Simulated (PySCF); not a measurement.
## ¹⁵N chemical shifts

PySCF 2.14.0 with density-fitted response routines calculation with GFN2-xTB structure and σ from GIAO-PBE0/pcSseg-1; equivalent nuclei averaged, single conformer, no solvent model, non-relativistic.

Shieldings were converted by a linear fit to measured shifts: ¹⁵N (scatter 6.3 ppm rms vs CH3NO2, solution or neat liquid). Occasional misses reach two or three times the rms, and more in compound classes unlike the fitted ones.

Q: Give the ¹⁵N shifts of `CCNc1ccccn1`, `NCC1CC1`.

A: 
| compound | environment | δ (ppm) |
| --- | --- | --- |
| [CH3:1][CH2:2][NH:3][c:4]1[cH:5][cH:6][cH:7][cH:8][n:9]1 | N9: pyridine-type ring nitrogen | -123.0 |
| [CH3:1][CH2:2][NH:3][c:4]1[cH:5][cH:6][cH:7][cH:8][n:9]1 | N3: aniline-type nitrogen | -291.7 |
| NCC1CC1 | amine nitrogen | -359.6 |

Q: Order these by ¹⁵N shift, lowest first.
A. CCO[SiH2]/N=C/C(C)=O
B. CN[Si@H]1CCOC(=O)C1
C. CO[SiH2]C(=O)NC1CC1

A: B (-373.9 ppm, nitrogen bonded to C, Si, H), C (-244.6 ppm, amide-type nitrogen), A (-7.3 ppm, imine nitrogen).
